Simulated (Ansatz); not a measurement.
Reaction (isomerisation): `O=C(F)C(F)(F)F` → `FC1(F)OC1(F)F`

Program: Ansatz. Geometries: PBE0-D4/def2-TZVP. ΔE: electronic, gas phase. CCSD(T)/CBS is the MP2 limit (def2-TZVPP, def2-QZVPP) plus CCSD(T) − MP2 in def2-TZVPP, frozen cores. Functionals use def2-TZVPP. HSE06 is defined as in plane-wave codes.

```json
{"level": "BLYP-D4", "ΔE (kcal/mol)": "33.1", "difference from CCSD(T)/CBS": "2.2"}
{"level": "CAM-B3LYP-D4", "ΔE (kcal/mol)": "30.7", "difference from CCSD(T)/CBS": "-0.2"}
{"level": "ωB97X-V", "ΔE (kcal/mol)": "28.5", "difference from CCSD(T)/CBS": "-2.4"}
{"level": "PBE", "ΔE (kcal/mol)": "28.0", "difference from CCSD(T)/CBS": "-2.9"}
{"level": "revPBE", "ΔE (kcal/mol)": "28.9", "difference from CCSD(T)/CBS": "-2.0"}
{"level": "BLYP", "ΔE (kcal/mol)": "33.1", "difference from CCSD(T)/CBS": "2.2"}
{"level": "r2SCANh", "ΔE (kcal/mol)": "29.0", "difference from CCSD(T)/CBS": "-1.9"}
{"level": "r2SCAN0", "ΔE (kcal/mol)": "28.3", "difference from CCSD(T)/CBS": "-2.6"}
{"level": "HSE06", "ΔE (kcal/mol)": "27.1", "difference from CCSD(T)/CBS": "-3.8"}
{"level": "CAM-B3LYP", "ΔE (kcal/mol)": "30.7", "difference from CCSD(T)/CBS": "-0.2"}
{"level": "RPA@PBE/def2-TZVPP", "ΔE (kcal/mol)": "31.2", "difference from CCSD(T)/CBS": "0.3"}
{"level": "MP2/def2-SVP", "ΔE (kcal/mol)": "32.9", "difference from CCSD(T)/CBS": "2.0"}
{"level": "HF/def2-TZVPP", "ΔE (kcal/mol)": "34.5", "difference from CCSD(T)/CBS": "3.6"}
{"level": "MP2/def2-TZVPP", "ΔE (kcal/mol)": "30.9", "difference from CCSD(T)/CBS": "0.0"}
{"level": "HF/def2-QZVPP", "ΔE (kcal/mol)": "34.4", "difference from CCSD(T)/CBS": "3.5"}
{"level": "MP2/def2-QZVPP", "ΔE (kcal/mol)": "30.9", "difference from CCSD(T)/CBS": "0.0"}
{"level": "CCSD(T)/CBS", "ΔE (kcal/mol)": "30.9", "difference from CCSD(T)/CBS": "0"}
```

Largest T1 diagnostic among the species: 0.014.

At CCSD(T), def2-SVP lies +1.9 kcal/mol from the extrapolated value and def2-TZVPP +0.1 kcal/mol. From PBE to PBE0 (25 % exact exchange), in def2-TZVPP and without D4, ΔE moves by −0.8 kcal/mol. In def2-TZVPP, CCSD(T) changes the Hartree–Fock value by −3.5 kcal/mol (the triples alone add +0.0 kcal/mol) and MP2 by −3.5 kcal/mol.
